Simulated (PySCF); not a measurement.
C₃H₉NOSi, SMILES C(/[Si@H](O)N)=C\C. Geometry optimised at PBE-D3(BJ)/def2-SVP. The structure was generated by enumeration; whether it is a known compound was not checked. One conformer was computed; it need not be the lowest.

Computed equilibrium geometry at PBE-D3(BJ)/def2-SVP (PySCF confirms it by a frequency run) as a Z-matrix (one conformer of several):
```
C
C 1 1.3527
H 1 1.1076 2 118.26
H 2 1.1080 1 117.64 3 -179.80
C 2 1.4983 4 115.98 1 -179.66
H 5 1.1080 2 112.10 4 179.74
H 5 1.1118 6 108.36 2 122.80
H 5 1.1120 6 108.35 7 114.35
Si 1 1.8686 3 119.78 2 -179.55
O 9 1.6968 1 108.95 3 -178.15
H 10 0.9731 9 114.19 1 83.94
N 9 1.7320 10 111.88 11 -156.75
H 12 1.0233 9 117.68 10 -74.34
H 12 1.0234 13 110.27 9 -141.28
H 9 1.5084 10 108.34 11 -38.57
```
Charge 0, spin multiplicity 1.
